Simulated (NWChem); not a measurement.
Molecule: InCl₃; SMILES [Cl][In]([Cl])[Cl]

```xyz
4

In     0.0000     0.0000     0.0000
Cl     1.6099    -1.6718     0.0000
Cl    -2.2528    -0.5583     0.0000
Cl     0.6429     2.2301     0.0000
```
Atoms are numbered in this order, from 1.

Program: NWChem. The geometry was optimised at PBE0/def2-SVP. Not confirmed as a minimum by frequencies. def2 effective core potentials on In; no spin-orbit coupling. Ions are spin-unrestricted doublets at the neutral geometry; other ion states weren't tried.

**Question.** What does the run give for PBE0/def2-SVP? Quantities: vertical ionisation energy, ΔSCF (eV); −ε(HOMO) (eV).

**Answer.** 
| Property | Value |
|---|---|
| vertical ionisation energy, ΔSCF (eV) | 11.33 |
| −ε(HOMO) (eV) | 9.26 |
